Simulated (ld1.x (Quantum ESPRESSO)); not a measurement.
## What the settings do to the TM potential of Cd

Base potential:

ld1.x (Quantum ESPRESSO) 7.5 input, shortened:

```
&input
   title='Cd', zed=48., rel=2, dft='PBE', iswitch=3,
   config='[Kr] 4d10 5s2 5p0', rel_dist='average'
 /
 &inputp
   pseudotype=2, tm=.true., lloc=1,
   nlcc=.true., new_core_ps=.true., rcore=1.00
 /
3
5S  1  0   2.00   0.00  2.15  2.15  0.0
4D  3  2  10.00   0.00  1.40  1.40  0.0
4P  2  1   6.00   0.00  1.20  1.20  0.0
 &test
   configts(1)='4p6 4d10 5s2 5p0'
 /
```

Open shells are filled in proportion to 2j + 1 (rel_dist='average').

All-electron outer shells of the reference configuration (PBE, scalar-relativistic, ld1.x):

```
shell  level (eV)  outermost node (bohr)  outermost maximum (bohr)
   3d     -393.64                      –                      0.27
   4s     -105.92                   0.43                      0.79
   4p      -66.97                   0.43                      0.84
   4d      -11.73                   0.42                      0.98
   5s       -5.66                   1.07                      2.35
   5p       -1.18                   1.20                      3.33
```

Cutoffs, loose and tight: the cutoffs (Ry, on a coarse ladder) from which the occupation-weighted sum of valence levels, in a spherical-Bessel basis at the reference potential, stays within 10 and 1 mRy of its value at 400 Ry. They do not see the model core or the augmentation charge, which bear on the density cutoff. Test errors are all-electron minus pseudo excitation energies from the reference, over the configurations 4p6 4d10 5s1 5p0; 4p6 4d10 5s0 5p0; 4p6 4d9 5s0 5p0; 4p5 4d10 5s2 5p0; 4p6 4d10 5s0 5p2; 4p6 4d9 5s2 5p1; 4p6 4d10 5s1 5p1. A dash means not determined; rows that change the core or the reference have their own tests.

A true bound ghost makes a file unfit for plane-wave use even where its test errors are small: the radial tests pick states by their node count and pass the ghost by.

Cutoffs are not given where the Bessel-basis levels miss the radial ones by over 6 mRy, ghosts where they miss by over 20 mRy; a channel whose overlap is not positive is not tested.

```csv
change,outcome,"cutoff, loose","cutoff, tight",bound ghosts,largest test error (meV)
base,"generated, misses its reference levels by 3.95 eV",100 Ry,160 Ry,"p1/2 (extra level of the local part), s",+70
type TM semilocal; scalar-relativistic; local potential the d channel,generated,100 Ry,160 Ry,none,-100
wave 4d (bound): rc 1.40 bohr becomes 4d (bound): rc 1.98 bohr,"generated, misses its reference levels by 3.95 eV",100 Ry,160 Ry,"p1/2 (extra level of the local part), s",-117
"all radii but the core radius scaled by about 1.23 (s 2.64, p 1.48, d 1.72 bohr)","generated, misses its reference levels by 3.94 eV",70 Ry,100 Ry,s,+282
"core [Ar] 3d10, valence charge 20; reference 4s2 4p6 4d10 5s1 5p0; waves now 4p (bound): rc 0.90 bohr; 4d (bound): rc 1.75 bohr; 4s (bound): rc 0.95 bohr; local potential the s channel; core correction none",generated,–,–,not determined,-260
core correction Bessel-smoothed model core inside 1.16 bohr,"generated, misses its reference levels by 3.95 eV",100 Ry,160 Ry,"p1/2 (extra level of the local part), s",+70
wave 4p (bound): rc 1.20 bohr becomes 4p (bound): rc 1.10 bohr,"generated, misses its reference levels by 3.95 eV",140 Ry,180 Ry,"p1/2 (extra level of the local part), s",+38
wave 5s (bound): rc 2.15 bohr becomes 5s (bound): rc 1.86 bohr,"generated, misses its reference levels by 3.95 eV",100 Ry,160 Ry,"p1/2 (extra level of the local part), s",+74
local potential the d channel,"generated, misses its reference levels by 0.42 eV",100 Ry,160 Ry,s,-55
functional LDA (PZ),"generated, misses its reference levels by 4.00 eV",100 Ry,160 Ry,"p1/2 (extra level of the local part), s",+80
reference 4p6 4d9 5s0 5p0,"generated, misses its reference levels by 4.00 eV",100 Ry,160 Ry,"p1/2 (extra level of the local part), s",+88
```
